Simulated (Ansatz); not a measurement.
Ansatz (a program for electronic structure) input (HF/STO-3G):

Ansatz 0.2 input:
```yaml
crystal:
  periodic: [false, false, false]
  atoms:
    - {symbol: N, position_ang: [1.82882200, -0.00119700, -0.28576400]}
    - {symbol: Si, position_ang: [0.23462500, 0.16125800, 0.17722500]}
    - {symbol: N, position_ang: [-0.01155900, 1.29884100, 1.38336700]}
    - {symbol: N, position_ang: [-0.26444200, -1.44481100, 1.08443700]}
    - {symbol: Cl, position_ang: [-1.02591600, 0.02389800, -1.40106000]}
    - {symbol: H, position_ang: [2.61071200, 0.24982200, 0.30011800]}
    - {symbol: H, position_ang: [2.10001600, -0.18958400, -1.23865500]}
    - {symbol: H, position_ang: [0.53699000, 2.14784300, 1.38332500]}
    - {symbol: H, position_ang: [-0.89933100, 1.44799400, 1.84094100]}
    - {symbol: H, position_ang: [-1.25213000, -1.46858200, 1.34564700]}
    - {symbol: H, position_ang: [-0.09376600, -2.25981200, 0.49221900]}
    - {symbol: H, position_ang: [0.28358600, -1.56137900, 1.93899400]}
basis:
  gaussian:
    orbitals: STO-3G
hamiltonian:
  xc: {name: HF}
total_charge: 1
relax: {f_tol: 0.003, max_steps: 120}
```

Output:

```
Functional definition: HF
integrals: 0.00 GiB planned
553 factors; integrals over basis functions are off by at most 8.3e-6 eV
mean field: 0.09 GiB planned
mean field evaluation 1: about -24636.3490 eV, gradient 2.6e1 eV
mean field evaluation 2: about -24636.4358 eV, gradient 2.6e1 eV
mean field evaluation 4: about -24638.7368 eV, gradient 1.3e0 eV
mean field evaluation 8: about -24638.7458 eV, gradient 2.1e-2 eV
mean field -24638.74576301 eV, -905.4572060488 hartree, gradient 7.2e-5 eV, S^2 0.000000; 0 other end points of the search recorded, 0 dependent functions left out
the calculation of the forces begins
reference -24638.74576301 eV, -905.4572060488 hartree; 29, 29 occupied and 11, 11 virtual orbitals, 553 factors
relax step   1: F+E_penalty+E_count = -24638.74576301 eV  Δ(F+E_penalty+E_count) = +0.000e0 eV  max|allowed force component| = 1.347e0 eV/Å  Δτ_max = 0.0000 Å  (28 SCF iters, accepted)
these checks for a lower state are left out or cut short: starts, cluster_reference, orbital_swaps, neighbouring_geometries, increment
integrals: 0.00 GiB planned
553 factors; integrals over basis functions are off by at most 8.7e-6 eV
mean field: 0.09 GiB planned
mean field evaluation 16: about -24638.8037 eV, gradient 6.9e-6 eV
mean field -24638.80368603 eV, -905.4593346805 hartree, gradient 6.9e-6 eV, S^2 0.000000; 0 other end points of the search recorded, 0 dependent functions left out
the calculation of the forces begins
reference -24638.80368603 eV, -905.4593346805 hartree; 29, 29 occupied and 11, 11 virtual orbitals, 553 factors
relax step   2: F+E_penalty+E_count = -24638.80368603 eV  Δ(F+E_penalty+E_count) = -5.792e-2 eV  max|allowed force component| = 3.856e-1 eV/Å  Δτ_max = 0.0495 Å  (23 SCF iters, accepted)
these checks for a lower state are left out or cut short: starts, cluster_reference, orbital_swaps, neighbouring_geometries, increment
integrals: 0.00 GiB planned
553 factors; integrals over basis functions are off by at most 8.8e-6 eV
mean field: 0.09 GiB planned
mean field -24638.81635091 eV, -905.4598001064 hartree, gradient 6.6e-6 eV, S^2 0.000000; 0 other end points of the search recorded, 0 dependent functions left out
the calculation of the forces begins
reference -24638.81635091 eV, -905.4598001064 hartree; 29, 29 occupied and 11, 11 virtual orbitals, 553 factors
relax step   3: F+E_penalty+E_count = -24638.81635091 eV  Δ(F+E_penalty+E_count) = -1.266e-2 eV  max|allowed force component| = 1.806e-1 eV/Å  Δτ_max = 0.0460 Å  (23 SCF iters, accepted)
these checks for a lower state are left out or cut short: starts, cluster_reference, orbital_swaps, neighbouring_geometries, increment
integrals: 0.00 GiB planned
553 factors; integrals over basis functions are off by at most 9.5e-6 eV
mean field: 0.09 GiB planned
mean field -24638.82212131 eV, -905.4600121646 hartree, gradient 6.8e-6 eV, S^2 0.000000; 0 other end points of the search recorded, 0 dependent functions left out
the calculation of the forces begins
reference -24638.82212131 eV, -905.4600121646 hartree; 29, 29 occupied and 11, 11 virtual orbitals, 553 factors
relax step   4: F+E_penalty+E_count = -24638.82212131 eV  Δ(F+E_penalty+E_count) = -5.770e-3 eV  max|allowed force component| = 2.361e-1 eV/Å  Δτ_max = 0.0500 Å  (23 SCF iters, accepted)
these checks for a lower state are left out or cut short: starts, cluster_reference, orbital_swaps, neighbouring_geometries, increment
integrals: 0.00 GiB planned
553 factors; integrals over basis functions are off by at most 1.1e-5 eV
mean field: 0.09 GiB planned
mean field evaluation 32: about -24638.5425 eV, gradient 4.7e0 eV
mean field -24638.81225457 eV, -905.4596495687 hartree, gradient 6.1e-6 eV, S^2 0.000000; 0 other end points of the search recorded, 0 dependent functions left out
the calculation of the forces begins
reference -24638.81225457 eV, -905.4596495687 hartree; 29, 29 occupied and 11, 11 virtual orbitals, 553 factors
relax step   5: F+E_penalty+E_count = -24638.81225457 eV  Δ(F+E_penalty+E_count) = +9.867e-3 eV  max|allowed force component| = 6.645e-1 eV/Å  Δτ_max = 0.1216 Å  (29 SCF iters, rejected (line search))
these checks for a lower state are left out or cut short: starts, cluster_reference, orbital_swaps, neighbouring_geometries, increment
integrals: 0.00 GiB planned
553 factors; integrals over basis functions are off by at most 1.0e-5 eV
mean field: 0.09 GiB planned
mean field -24638.82614140 eV, -905.4601599002 hartree, gradient 2.7e-5 eV, S^2 0.000000; 0 other end points of the search recorded, 0 dependent functions left out
the calculation of the forces begins
reference -24638.82614140 eV, -905.4601599002 hartree; 29, 29 occupied and 11, 11 virtual orbitals, 553 factors
relax step   6: F+E_penalty+E_count = -24638.82614140 eV  Δ(F+E_penalty+E_count) = -4.020e-3 eV  max|allowed force component| = 7.392e-2 eV/Å  Δτ_max = 0.0593 Å  (21 SCF iters, accepted)
these checks for a lower state are left out or cut short: starts, cluster_reference, orbital_swaps, neighbouring_geometries, increment
integrals: 0.00 GiB planned
553 factors; integrals over basis functions are off by at most 1.2e-5 eV
mean field: 0.09 GiB planned
mean field -24638.82758853 eV, -905.4602130812 hartree, gradient 6.2e-6 eV, S^2 0.000000; 0 other end points of the search recorded, 0 dependent functions left out
the calculation of the forces begins
[...]
mean field: 0.09 GiB planned
mean field evaluation 352: about -24638.8328 eV, gradient 9.3e-5 eV
mean field -24638.83284562 eV, -905.4604062759 hartree, gradient 6.3e-6 eV, S^2 0.000000; 0 other end points of the search recorded, 0 dependent functions left out
the calculation of the forces begins
reference -24638.83284562 eV, -905.4604062759 hartree; 29, 29 occupied and 11, 11 virtual orbitals, 554 factors
relax step  50: F+E_penalty+E_count = -24638.83284562 eV  Δ(F+E_penalty+E_count) = +2.016e-5 eV  max|allowed force component| = 4.836e-2 eV/Å  Δτ_max = 0.0413 Å  (23 SCF iters, rejected (line search))
these checks for a lower state are left out or cut short: starts, cluster_reference, orbital_swaps, neighbouring_geometries, increment
integrals: 0.00 GiB planned
554 factors; integrals over basis functions are off by at most 2.1e-5 eV
mean field: 0.09 GiB planned
mean field -24638.83290640 eV, -905.4604085093 hartree, gradient 6.3e-6 eV, S^2 0.000000; 0 other end points of the search recorded, 0 dependent functions left out
the calculation of the forces begins
reference -24638.83290640 eV, -905.4604085093 hartree; 29, 29 occupied and 11, 11 virtual orbitals, 554 factors
relax step  51: F+E_penalty+E_count = -24638.83290640 eV  Δ(F+E_penalty+E_count) = -4.062e-5 eV  max|allowed force component| = 9.647e-3 eV/Å  Δτ_max = 0.0201 Å  (23 SCF iters, accepted)
these checks for a lower state are left out or cut short: starts, cluster_reference, orbital_swaps, neighbouring_geometries, increment
integrals: 0.00 GiB planned
554 factors; integrals over basis functions are off by at most 2.1e-5 eV
mean field: 0.09 GiB planned
mean field -24638.83291816 eV, -905.4604089417 hartree, gradient 6.3e-6 eV, S^2 0.000000; 0 other end points of the search recorded, 0 dependent functions left out
the calculation of the forces begins
reference -24638.83291816 eV, -905.4604089417 hartree; 29, 29 occupied and 11, 11 virtual orbitals, 554 factors
relax step  52: F+E_penalty+E_count = -24638.83291816 eV  Δ(F+E_penalty+E_count) = -1.176e-5 eV  max|allowed force component| = 2.548e-2 eV/Å  Δτ_max = 0.0256 Å  (23 SCF iters, accepted)
these checks for a lower state are left out or cut short: starts, cluster_reference, orbital_swaps, neighbouring_geometries, increment
integrals: 0.00 GiB planned
554 factors; integrals over basis functions are off by at most 2.1e-5 eV
mean field: 0.09 GiB planned
mean field -24638.83293762 eV, -905.4604096569 hartree, gradient 6.3e-6 eV, S^2 0.000000; 0 other end points of the search recorded, 0 dependent functions left out
the calculation of the forces begins
reference -24638.83293762 eV, -905.4604096569 hartree; 29, 29 occupied and 11, 11 virtual orbitals, 554 factors
relax step  53: F+E_penalty+E_count = -24638.83293762 eV  Δ(F+E_penalty+E_count) = -1.946e-5 eV  max|allowed force component| = 1.144e-2 eV/Å  Δτ_max = 0.0014 Å  (25 SCF iters, accepted)
these checks for a lower state are left out or cut short: starts, cluster_reference, orbital_swaps, neighbouring_geometries, increment
integrals: 0.00 GiB planned
554 factors; integrals over basis functions are off by at most 2.1e-5 eV
mean field: 0.09 GiB planned
mean field -24638.83295081 eV, -905.4604101415 hartree, gradient 6.2e-6 eV, S^2 0.000000; 0 other end points of the search recorded, 0 dependent functions left out
the calculation of the forces begins
reference -24638.83295081 eV, -905.4604101415 hartree; 29, 29 occupied and 11, 11 virtual orbitals, 554 factors
relax step  54: F+E_penalty+E_count = -24638.83295081 eV  Δ(F+E_penalty+E_count) = -1.319e-5 eV  max|allowed force component| = 2.435e-3 eV/Å  Δτ_max = 0.0072 Å  (24 SCF iters, accepted)
these checks for a lower state are left out or cut short: starts, cluster_reference, orbital_swaps, neighbouring_geometries, increment
integrals: 0.00 GiB planned
554 factors; integrals over basis functions are off by at most 2.2e-5 eV
mean field: 0.09 GiB planned
mean field evaluation 384: about -24638.7225 eV, gradient 6.4e-1 eV
mean field -24638.83296209 eV, -905.4604105561 hartree, gradient 6.2e-6 eV, S^2 0.000000; 0 other end points of the search recorded, 0 dependent functions left out
the calculation of the forces begins
reference -24638.83296209 eV, -905.4604105561 hartree; 29, 29 occupied and 11, 11 virtual orbitals, 554 factors
relax step  55: F+E_penalty+E_count = -24638.83296209 eV  Δ(F+E_penalty+E_count) = -1.128e-5 eV  max|allowed force component| = 2.468e-3 eV/Å  Δτ_max = 0.0152 Å  (24 SCF iters, accepted)
these checks for a lower state are left out or cut short: starts, cluster_reference, orbital_swaps, neighbouring_geometries, increment
integrals: 0.00 GiB planned
554 factors; integrals over basis functions are off by at most 2.2e-5 eV
mean field: 0.09 GiB planned
mean field -24638.83296030 eV, -905.4604104901 hartree, gradient 6.3e-6 eV, S^2 0.000000; 0 other end points of the search recorded, 0 dependent functions left out
the calculation of the forces begins
reference -24638.83296030 eV, -905.4604104901 hartree; 29, 29 occupied and 11, 11 virtual orbitals, 554 factors
relax step  56: F+E_penalty+E_count = -24638.83296030 eV  Δ(F+E_penalty+E_count) = +1.797e-6 eV  max|allowed force component| = 1.620e-2 eV/Å  Δτ_max = 0.0238 Å  (23 SCF iters, rejected (line search))
these checks for a lower state are left out or cut short: starts, cluster_reference, orbital_swaps, neighbouring_geometries, increment
integrals: 0.00 GiB planned
554 factors; integrals over basis functions are off by at most 2.2e-5 eV
mean field: 0.09 GiB planned
mean field -24638.83296722 eV, -905.4604107446 hartree, gradient 6.3e-6 eV, S^2 0.000000; 0 other end points of the search recorded, 0 dependent functions left out
the calculation of the forces begins
reference -24638.83296722 eV, -905.4604107446 hartree; 29, 29 occupied and 11, 11 virtual orbitals, 554 factors
relax step  57: F+E_penalty+E_count = -24638.83296722 eV  Δ(F+E_penalty+E_count) = -5.128e-6 eV  max|allowed force component| = 3.395e-3 eV/Å  Δτ_max = 0.0116 Å  (24 SCF iters, accepted)
these checks for a lower state are left out or cut short: starts, cluster_reference, orbital_swaps, neighbouring_geometries, increment
integrals: 0.00 GiB planned
554 factors; integrals over basis functions are off by at most 2.2e-5 eV
mean field: 0.09 GiB planned
mean field -24638.83296610 eV, -905.4604107035 hartree, gradient 6.3e-6 eV, S^2 0.000000; 0 other end points of the search recorded, 0 dependent functions left out
the calculation of the forces begins
reference -24638.83296610 eV, -905.4604107035 hartree; 29, 29 occupied and 11, 11 virtual orbitals, 554 factors
relax step  58: F+E_penalty+E_count = -24638.83296610 eV  Δ(F+E_penalty+E_count) = +1.119e-6 eV  max|allowed force component| = 8.903e-3 eV/Å  Δτ_max = 0.0140 Å  (24 SCF iters, rejected (line search))
these checks for a lower state are left out or cut short: starts, cluster_reference, orbital_swaps, neighbouring_geometries, increment
integrals: 0.00 GiB planned
554 factors; integrals over basis functions are off by at most 2.2e-5 eV
mean field: 0.09 GiB planned
mean field evaluation 416: about -24638.8330 eV, gradient 1.2e-4 eV
mean field -24638.83297037 eV, -905.4604108602 hartree, gradient 6.3e-6 eV, S^2 0.000000; 0 other end points of the search recorded, 0 dependent functions left out
the calculation of the forces begins
reference -24638.83297037 eV, -905.4604108602 hartree; 29, 29 occupied and 11, 11 virtual orbitals, 554 factors
relax step  59: F+E_penalty+E_count = -24638.83297037 eV  Δ(F+E_penalty+E_count) = -3.147e-6 eV  max|allowed force component| = 2.340e-3 eV/Å  Δτ_max = 0.0068 Å  (24 SCF iters, accepted)
integrals: 0.00 GiB planned
554 factors; integrals over basis functions are off by at most 2.2e-5 eV
mean field: 0.09 GiB planned
mean field -24638.83297037 eV, -905.4604108602 hartree, gradient 6.3e-6 eV, S^2 0.000000; 1 other end points of the search recorded, 0 dependent functions left out
the calculation of the forces begins
reference -24638.83297037 eV, -905.4604108602 hartree; 29, 29 occupied and 11, 11 virtual orbitals, 554 factors
Total energy: -24638.83297037 eV, -905.4604108602 hartree
Atom 0 at     1.782617    -0.088886    -0.324139 Å, force     0.002340    -0.001070    -0.000797 eV/Å
Atom 1 at     0.219947     0.173632     0.227649 Å, force    -0.001969     0.000550     0.001067 eV/Å
Atom 2 at     0.054672     1.282541     1.479920 Å, force     0.000676     0.000586    -0.000201 eV/Å
Atom 3 at    -0.241441    -1.460442     1.057415 Å, force    -0.000524    -0.001556     0.000489 eV/Å
Atom 4 at    -1.242562     0.182790    -1.230247 Å, force     0.000174    -0.000080     0.000261 eV/Å
Atom 5 at     2.548074     0.489472     0.009560 Å, force    -0.000444     0.000249     0.000076 eV/Å
Atom 6 at     1.955288    -0.413638    -1.270922 Å, force    -0.000236     0.000129    -0.000050 eV/Å
Atom 7 at     0.800679     1.948028     1.663454 Å, force    -0.000780    -0.000293     0.000215 eV/Å
Atom 8 at    -0.850738     1.692229     1.693747 Å, force     0.000304    -0.000181    -0.000216 eV/Å
Atom 9 at    -1.112290    -1.889974     0.694256 Å, force     0.001771     0.000654     0.000882 eV/Å
Atom 10 at     0.506389    -2.168755     0.941299 Å, force    -0.001500     0.001379     0.000308 eV/Å
Atom 11 at    -0.373027    -1.342707     2.078800 Å, force     0.000187    -0.000368    -0.002035 eV/Å
Dipole moment:     0.429593    -0.643564     0.954464 e Å
```

The dipole moment of an ion depends on the origin.

The geometry given is a B3LYP-D3(BJ)/def2-TZVP minimum.
